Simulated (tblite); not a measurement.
Species: C₆H₈NOP.
SMILES with atom numbers: `[CH3:1][O:2][c:3]1[n:4][cH:5][cH:6][p:7][c:8]1[CH3:9]` (hydrogens: H10, H11, H12 on C1; H13 on C5; H14 on C6; H15, H16, H17 on C9)

Cartesian coordinates in Å at the GFN2-xTB level; atoms count from 1:
```
atom  x, y, z in Å
C1    -1.1674    2.2677    0.2487
O2    -1.2438    0.8875   -0.0448
C3    -0.0872    0.1965    0.0232
N4     1.0006    0.8670    0.3567
C5     2.1757    0.2642    0.4458
C6     2.4315   -1.0666    0.2202
P7     1.2065   -2.2143   -0.2348
C8    -0.1775   -1.1722   -0.2714
C9    -1.5174   -1.7417   -0.6272
H10   -0.4925    2.7738   -0.4448
H11   -2.1797    2.6517    0.1421
H12   -0.8040    2.4273    1.2661
H13    2.9860    0.9287    0.7286
H14    3.4438   -1.4311    0.3290
H15   -1.4398   -2.8080   -0.8308
H16   -2.2219   -1.5821    0.1887
H17   -1.9198   -1.2365   -1.5050
```

Computed values, GFN2-xTB/tblite, gas phase, harmonic and unscaled. Errors from tens to a few hundred cm⁻¹ against measured bands are possible. One conformer, not necessarily the lowest.

Harmonic wavenumbers (cm⁻¹): 88.9, 129.3, 138.8, 154.6, 198.9, 214.7, 284.3, 338.7, 403.8, 423.6, 460.7, 509.7, 676.6, 714.6, 761.7, 776.3, 853.4, 898.8, 935.5, 1019.7, 1034.0, 1112.1, 1124.5, 1149.0, 1160.9, 1206.7, 1264.4, 1327.6, 1346.5, 1392.6, 1401.3, 1444.0, 1451.6, 1460.4, 1472.6, 1479.6, 1546.9, 2965.3, 2981.1, 2996.4, 3013.5, 3014.2, 3023.5, 3030.9, 3056.5.

A = 2295, B = 1275, C = 828.3 MHz; mass 141.034 u (most abundant isotopes); point group Cs, symmetry number 1.

**Question.** Zero-point energy?

**Answer.** Half the sum of the wavenumbers: 28219 cm⁻¹ = 80.68 kcal/mol.

**Question.** Entropy at 200 K, 1 bar (ideal gas, RRHO, classical rotation)?

**Answer.** Translation 38.79, rotation 28.08, vibration 15.13: S = 82.0 cal/(mol K).

**Question.** And Cp and H(200 K) − H(0)?

**Answer.** Cp = 26.85 cal/(mol K), of which vibrations give 18.90 (their classical limit is 45 R = 89.4); H(200 K) − H(0) = 3.40 kcal/mol without the zero-point energy, 1.81 from vibrations.

**Question.** Blend soft modes into free rotors: weight 1/[1 + (100 cm⁻¹/ν̃)⁴] for the oscillator and the rest for a rotor with moment μB/(μ + B), μ = h/(8π²ν), B = 10⁻⁴⁴ kg m². What vibrational entropy results?

**Answer.** 15.02 cal/(mol K) in place of 15.13, which changes −T·S at 200 K by +0.02 kcal/mol.

**Question.** How do the functions run with temperature in this model?

**Answer.** 
```json
{"T (K)": "50", "S (cal/(mol K))": "57.1", "Cp (cal/(mol K))": "11.3", "H − H(0) (kcal/mol)": "0.44", "G − H(0) (kcal/mol)": "-2.41", "ln q(vib)": "0.14"}
{"T (K)": "100", "S (cal/(mol K))": "66.9", "Cp (cal/(mol K))": "17.5", "H − H(0) (kcal/mol)": "1.17", "G − H(0) (kcal/mol)": "-5.52", "ln q(vib)": "0.89"}
{"T (K)": "298.15", "S (cal/(mol K))": "94.4", "Cp (cal/(mol K))": "35.7", "H − H(0) (kcal/mol)": "6.47", "G − H(0) (kcal/mol)": "-21.66", "ln q(vib)": "5.32"}
{"T (K)": "373.15", "S (cal/(mol K))": "103.1", "Cp (cal/(mol K))": "42.4", "H − H(0) (kcal/mol)": "9.40", "G − H(0) (kcal/mol)": "-29.07", "ln q(vib)": "7.06"}
{"T (K)": "500", "S (cal/(mol K))": "116.9", "Cp (cal/(mol K))": "52.3", "H − H(0) (kcal/mol)": "15.43", "G − H(0) (kcal/mol)": "-43.04", "ln q(vib)": "10.00"}
{"T (K)": "750", "S (cal/(mol K))": "141.0", "Cp (cal/(mol K))": "66.1", "H − H(0) (kcal/mol)": "30.36", "G − H(0) (kcal/mol)": "-75.36", "ln q(vib)": "15.63"}
{"T (K)": "1000", "S (cal/(mol K))": "161.2", "Cp (cal/(mol K))": "74.8", "H − H(0) (kcal/mol)": "48.04", "G − H(0) (kcal/mol)": "-113.20", "ln q(vib)": "20.88"}
```

q(vib) and H(0) count from the zero-point level.

**Question.** Which modes carry the vibrational entropy at 200 K?

**Answer.** 88.9 cm⁻¹: 2.91; 129.3 cm⁻¹: 2.20; 138.8 cm⁻¹: 2.07; 154.6 cm⁻¹: 1.88; 198.9 cm⁻¹: 1.44; 214.7 cm⁻¹: 1.31 cal/(mol K); the other 39 give 3.33 together.

Hindered rotation and anharmonicity are outside this model. Other conformers, if any are populated, would add a mixing term that is left out.

The run took 0.64 s of wall time on Arm Neoverse V1, one thread, no GPU, shared host with 64 logical CPUs at a one-minute load of 13. The figure is for the frequency step alone.
